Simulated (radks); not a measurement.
Results of a calculation; reference values are marked as such.
The mean radii <r> (bohr) of the occupied orbitals of an atom or ion are listed with their occupations. Code: a radial shooting solver on a logarithmic mesh with Libxc functionals. Model: Dirac Kohn-Sham, BLYP, spin-unpolarised, spherical densities, finite nucleus; Fermi nuclear charge, rms radius of each element as measured or else 0.836 A^(1/3) + 0.57 fm.

orbital  occ.      <r>
1s1/2       2  0.04700
2s1/2       2   0.2091
2p1/2       2   0.1806
2p3/2       4   0.1842
3s1/2       2   0.5697
3p1/2       1   0.5646
3p3/2       4   0.5715
3d3/2       3   0.5389

Name the element and its charge.

Answer. Z = 32, germanium, charge +12: Ge12+ in [Ne] 3s2 3p(1/2: 1, 3/2: 4) 3d(3/2: 3, 5/2: 0). The 1s radius gives Z: for a bare nucleus <r> = (2 gamma + 1)/(2Z) with gamma = sqrt(1 - (Z/c)^2), 0.04601 bohr for Z = 32, and screening makes it slightly larger (0.04700 here). The occupations add up to 20, and the charge is Z minus that.
